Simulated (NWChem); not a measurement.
System: SiPH4, doublet; SMILES P[SiH2]

Input file for NWChem:

```
start job
memory heap 200 mb stack 900 mb global 1100 mb
geometry units angstroms noautoz
  Si    -0.080018    -1.166048     0.000000
  P      0.070770     1.099202     0.000000
  H      0.637149    -1.679099     1.207476
  H      0.637149    -1.679099    -1.207476
  H     -0.862126     1.344977     1.046592
  H     -0.862126     1.344977    -1.046592
end
basis spherical
  * library def2-svp
end
dft
  odft
  mult 2
  xc xtpss03 ctpss03
  iterations 150
  mulliken
end
task dft energy
```

In the optimisation the excess spin sits in a' (Cs, its own frame). All runs use the structure optimised with B3LYP/6-31G* (spherical d), spin-unrestricted. No stability test was run on the SCF state.

Task: What results follow from this input? (TPSS/def2-SVP, spin-unrestricted.) Quantities: basis functions; energy (Ha); highest occupied level (eV); lowest empty minus highest occupied level, either spin (eV); dipole (D); <S²>.

Result: The number of basis functions is 56. The energy (Ha) is -633.05, the highest occupied level (eV) comes out as -5.12 and the lowest empty minus highest occupied level, either spin (eV) is 1.71. The dipole (D) is 0.79 and the <S²> comes out as 0.753.
